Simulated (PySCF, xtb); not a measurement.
In(H)(OH)(OMe) (CH5InO2), SMILES C[O][InH][OH].

GFN2-xTB in xtb 6.7.1 at its own geometry gives an orbital gap of 3.19 eV and a dipole moment of 2.25 D.

Geometry optimised at PBE-D3(BJ)/def2-SVP. The def2 effective core potentials stand for the cores of In; spin–orbit coupling is left out. The values are those of a single conformer.

What does PBE/def2-TZVP in PySCF give? (An estimate is asked for; the answer gives what the named calculation found.)

gap 3.66 eV (levels -5.83 and -2.17 eV), dipole 2.34 D.
